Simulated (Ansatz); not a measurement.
Gas-phase electronic energies from Ansatz, PBE0-D4/def2-TZVP geometries. CCSD(T)/CBS adds triple-zeta CCSD(T) − MP2 to the extrapolated MP2 energy (def2 sets, frozen cores). This one scheme is used for every species. For Ge outer-core shells are correlated without core-valence functions, which leaves a few kJ/mol of doubt a bond. Scalar relativity is left out up to krypton. Each species was taken in one conformer, which may not be the lowest.

Consider the cleavage of the Si–Ge bond: `[F][Ge]([SiH3])([SH])[Cl]` + `O[Si]S` → `[SiH3]O[Si]S` + `[F][GeH]([SH])[Cl]`.

`[F][Ge]([SiH3])([SH])[Cl]`:

Cartesian coordinates in Å:
```
F -1.606 -0.850 -1.352
Ge -0.860 0.300 -0.281
Si 0.893 -0.823 0.884
S -0.330 2.089 -1.455
Cl -2.413 0.946 1.045
H 0.335 -2.044 1.510
H 1.420 0.114 1.904
H 1.944 -1.164 -0.107
H 0.616 1.431 -2.148
```

`O[Si]S`:

Z-matrix (Å, degrees):
```
O
Si 1 1.646
H 1 0.960 2 123.1
S 2 2.176 1 104.3 3 -0.0
H 4 1.346 2 99.8 1 -0.0
```

`[SiH3]O[Si]S`:

```xyz
8

Si   -0.627   -0.633   -1.127
O     0.044    0.204    0.125
Si    0.148    1.726    0.750
S     1.387    1.343    2.477
H    -1.526   -1.673   -0.571
H    -1.401    0.283   -2.004
H     0.462   -1.271   -1.905
H     1.512    0.022    2.255
```

`[F][GeH]([SH])[Cl]`:

Cartesian coordinates in Å:
```
F 1.394 0.943 -0.775
Ge -0.174 0.348 -0.356
S -0.057 -1.796 0.069
Cl -0.702 1.457 1.388
H -1.122 0.650 -1.514
H 0.661 -1.603 1.188
```

```
                    species  MP2/def2-TZVPP energy (Eh)
`[F][Ge]([SiH3])([SH])[Cl]`                 -3324.29128
                   `O[Si]S`                  -763.11289
             `[SiH3]O[Si]S`                 -1053.38285
       `[F][GeH]([SH])[Cl]`                 -3034.05311
```

Problem. Work out ΔE.

Solution. ΔE = (-1053.38285) + (-3034.05311) − (-3324.29128) − (-763.11289) = -0.03179 Eh = -19.9 kcal/mol. CCSD(T)/CBS gives -18.2 kcal/mol.

Largest T1 diagnostic among the species: 0.015.

From PBE to PBE0 (25 % exact exchange), in def2-TZVPP and without D4, ΔE moves by −2.4 kcal/mol. In def2-TZVPP, CCSD(T) changes the Hartree–Fock value by +6.1 kcal/mol (the triples alone add +0.8 kcal/mol) and MP2 by +5.1 kcal/mol.
